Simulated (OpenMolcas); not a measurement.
# Levels of Ar2+ by method

- Program: OpenMolcas
- Basis: ANO-R2 [5s4p3d1f]
- Scalar Hamiltonian: X2C, finite nucleus
- Active space: 6 electrons in 8 orbitals (3s 3p 4s 4p)
- State averaging: 2S+1 = 3 even, 3 roots; 2S+1 = 1 even, 6 roots; 2S+1 = 3 odd, 3 roots; 2S+1 = 1 odd, 3 roots
- Spin-orbit coupling: RASSI with atomic mean-field integrals over the reference wave functions, term energies averaged over their components

Methods on the same reference wave functions:
A. CASSCF
B. SS-CASPT2, IPEA 0.25 Eh, imaginary shift 0.1 Eh (closed shells correlated: 2s 2p)

Energies in cm⁻¹ above 3s² 3p⁴ ³P₂, the measured ground level; measured values from Saloman, J. Phys. Chem. Ref. Data 39, 033101 (2010).

```json
{"Level": "3s² 3p⁴ ³P₂", "A": "0.0", "B": "0.0", "Measured": "0.0"}
{"Level": "3s² 3p⁴ ³P₁", "A": "1013", "B": "1017", "Measured": "1112"}
{"Level": "3s² 3p⁴ ³P₀", "A": "1436", "B": "1447", "Measured": "1570"}
{"Level": "3s² 3p⁴ ¹D₂", "A": "16872", "B": "14810", "Measured": "14010"}
{"Level": "3s² 3p⁴ ¹S₀", "A": "31189", "B": "34450", "Measured": "33266"}
{"Level": "3s 3p⁵ ³P°₂", "A": "138737", "B": "122670", "Measured": "113801"}
{"Level": "3s 3p⁵ ³P°₁", "A": "139685", "B": "123620", "Measured": "114797"}
{"Level": "3s 3p⁵ ³P°₀", "A": "140172", "B": "124110", "Measured": "115328"}
```

Deviations, from unrounded energies. A percentage is the sum of absolute deviations over the sum of measured energies, with the sign that they share, or ± where signs differ.

```json
{"Against measurement": "mean absolute deviation (cm-1)", "Levels": "7", "A": "11000", "B": "4100"}
{"Against measurement": "fine structure of the ground term (%)", "Levels": "2", "A": "-8.7", "B": "-8.1"}
{"Against measurement": "other terms of the ground configuration (%)", "Levels": "2", "A": "±10.4", "B": "+4.2"}
{"Against measurement": "other configurations (%)", "Levels": "3", "A": "+21.7", "B": "+7.7"}
```

B lies closest to measurement on these levels. The largest miss of B in the table is 3s 3p⁵ ³P°₂, by +8900 cm-1. The ranking rests on the paired levels alone, and a cruder setting can come out closer through cancelling errors.

From A to B the spin-free energies of the other terms of 3s² 3p⁴ shown, above ³P, scale by factors of 0.87 to 1.11.

The lowest spin-free term lies below A's lowest term by 0.320 hartree in B.

CASPT2 breaks the degeneracy within a term, and the mean is taken; among the terms shown or strongly mixed into the levels shown the widest spread is 58 cm-1 (3s² 3p⁴ ¹D, B). Over all roots computed the reference weight is 0.86 to 0.96 in B; the roots of lowest weight are the least certain, and an intruder state may touch them. Active for correlation alone: 4p 4s; no level in the range computed is led by a configuration that fills them, so any true level of that kind is missing. Terms of s pⁿ other than that of highest spin mix with s² pⁿ⁻² d, which this space lacks; all of them can be thousands of cm-1 off, and some have no real level of that name. Measured partners are found by configuration, term and J. A level has none where our copy of the source lacks it or the pairing is in doubt (some pairs that miss far off the trend of their configuration count as doubtful), and it then counts in no deviation. Only configurations of the active space appear. The table leaves out levels that lie high or whose names do not pair safely across all columns.

° marks odd parity.
